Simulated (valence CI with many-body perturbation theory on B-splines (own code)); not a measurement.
**Sensitivity of CI+MBPT for Bi²⁺**

Level of theory: valence CI with perturbative core correlation (CI+MBPT): three valence electrons over a frozen Dirac-Fock core [Xe] 4f14 5d10, radial functions for each j: 6 s, 6 p, 5 d, 3 f, 1 g, with the one-electron correlation potential Σ1, the two-electron term Σ2, the three-electron term Σ3, Breit, model QED; selected CI, second order for the rest, scaled by the run's own slope (own B-spline code, finite nucleus).

Against 15 measured levels this calculation errs by 571 cm⁻¹ on average and by 1370 at most. These come from a selection out of Moore, Atomic Energy Levels, vol. III, NSRDS-NBS 35 (1971 reprint of NBS Circular 467, 1958), an old analysis. Levels without a partner in it may be off by more.

The reference run has the lowest level 6s²6p ²P°_1/2 and an ionisation energy of 25.5436 eV. Its largest variational space holds 4024 state functions.

Names give the largest LS component (configuration and term), which can be under half, so a name can repeat, a term be missing and a line seem to break the LS rules; names also repeat where a configuration has a term twice.

Reference levels: 6s²6p ²P°_3/2 21085, 6s6p² ⁴P_1/2 69591, 6s6p² ⁴P_3/2 82553, 6s6p² ⁴P_5/2 89030, 6s²7s ²S_1/2 95593, 6s6p² ²D_3/2 96366, 6s²6d ²D_5/2 102872, 6s6p² ²P_1/2 108875, 6s²6d ²D_3/2 109329, 6s6p² ²D_5/2 117008, 6s²7p ²P°_1/2 117200, 6s²7p ²P°_3/2 122282 cm⁻¹.

(1) Rank these changes by the mean size of the shift of these levels, smallest first.
A. logarithmic knot step 0.27 → 0.4
B. highest l with Σ1, explicit Σ2 and valence Breit (higher l get mean screening factors) 3 → 0
C. correlating orbitals by l 3 3 3 2 1 → 6 5 2 0 0
D. highest l in the core sums 6 → 2

Answers

(1) A (45 cm⁻¹), C (470 cm⁻¹), D (2300 cm⁻¹), B (3200 cm⁻¹).
